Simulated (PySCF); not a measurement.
# Computed vibrations of [Gd(NH3)3]3+

[Gd(NH3)3]3+ (singlet in the valence; each metal's 4f electrons, 7 of them, lie in its core potential, out of spins and levels). PySCF 2.14.0, RKS B3LYP, Gd lcecp-1-SVP with ECP53, N def2-SVP, H def2-SVP; non-relativistic Hamiltonian with scalar-relativistic core potentials where named; density fitting; no spin-orbit coupling. Central differences of gradients.

```xyz
13

Gd    0.0000    0.0000   -0.1965
N     2.3163   -0.0014    0.5835
H     2.5449   -0.6649    1.3493
H     3.0188   -0.2441   -0.1439
H     2.6735    0.9026    0.9498
N    -1.1569    2.0066    0.5835
H    -0.6966    2.5363    1.3493
H    -1.2980    2.7365   -0.1439
H    -2.1184    1.8641    0.9498
N    -1.1593   -2.0052    0.5835
H    -1.8482   -1.8715    1.3493
H    -1.7209   -2.4923   -0.1439
H    -0.5551   -2.7666    0.9498
```

Run from Python with OMP_NUM_THREADS=2. Where DIIS fails, smearing, a level shift and second-order steps follow.
It took 2.3 min on 2 threads of Arm Neoverse V1, with other jobs on the host.

Task: What are the harmonic wavenumbers and infrared intensities?

Result: Modes are labelled in C3; negative numbers are unstable modes, those under 60 cm⁻¹ near the noise; a finer grid moves soft modes by up to 10 cm⁻¹.
| cm⁻¹ | km/mol | symmetry |
| --- | --- | --- |
| -34 | – | a |
| -33 | – | e |
| -33 | – | e |
| 56 | 11.2 | a |
| 79 | 5.1 | e |
| 79 | 5.1 | e |
| 351 | 0.1 | a |
| 354 | 7.2 | e |
| 354 | 7.2 | e |
| 629 | 0.3 | a |
| 646 | 34.5 | e |
| 646 | 34.5 | e |
| 676 | 67.2 | e |
| 676 | 67.2 | e |
| 676 | 167.4 | a |
| 1410 | 170.7 | e |
| 1410 | 170.7 | e |
| 1416 | 31.8 | a |
| 1603 | 53.8 | a |
| 1605 | 47.4 | e |
| 1605 | 47.4 | e |
| 1607 | 30.4 | e |
| 1607 | 30.4 | e |
| 1609 | 78.1 | a |
| 3306 | 333.8 | e |
| 3306 | 333.8 | e |
| 3315 | 7.0 | a |
| 3364 | 25.3 | e |
| 3364 | 25.3 | e |
| 3365 | 403.7 | a |
| 3373 | 37.3 | a |
| 3376 | 206.9 | e |
| 3376 | 206.9 | e |

Task: Is this a minimum?

Result: Probably not: 3 unstable, though so soft as to be near the noise; the lowest moves the atoms so:
```
Gd   0.00  0.00 -0.01
N   -0.01  0.01  0.02
H   -0.09  0.24  0.25
H   -0.03 -0.31  0.11
H    0.08  0.09 -0.28
N    0.00 -0.01  0.02
H   -0.17 -0.20  0.25
H    0.28  0.14  0.11
H   -0.12  0.02 -0.28
N    0.01  0.00  0.02
H    0.25 -0.05  0.25
H   -0.26  0.18  0.11
H    0.04 -0.12 -0.28
```

An lcecp potential fixes the number of 4f electrons, so in runs with it no electron can move into or out of that shell.
